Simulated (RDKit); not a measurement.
Job for RDKit: UFF on ClFH2 (a complex), monomers drawn apart or pushed together.

```python
from rdkit import Chem
from rdkit.Chem import AllChem, rdDetermineBonds

blocks = [
'''2

F    -0.01249353   -0.08389304   -0.13913820
H     0.15444039    0.13382320    0.75090877
''',
'''2

Cl   -0.03168890    0.54000131    3.34570387
H    -1.24635309    0.12259076    3.32687864
''',
]
mol = None
for b in blocks:
    f = Chem.MolFromXYZBlock(b)
    rdDetermineBonds.DetermineBonds(f, charge=0)
    mol = f if mol is None else Chem.CombineMols(mol, f)
Chem.SanitizeMol(mol)
print(Chem.MolToSmiles(Chem.RemoveHs(mol)))
ff = AllChem.UFFGetMoleculeForceField(mol, vdwThresh=100.0, ignoreInterfragInteractions=False)
e = ff.CalcEnergy()
print(f'UFF energy {e:.6f} kcal/mol')
```

It printed:

```
Cl.F
UFF energy 3.932772 kcal/mol
```

The run finished.

Cost: roughly 0.010 core-seconds.
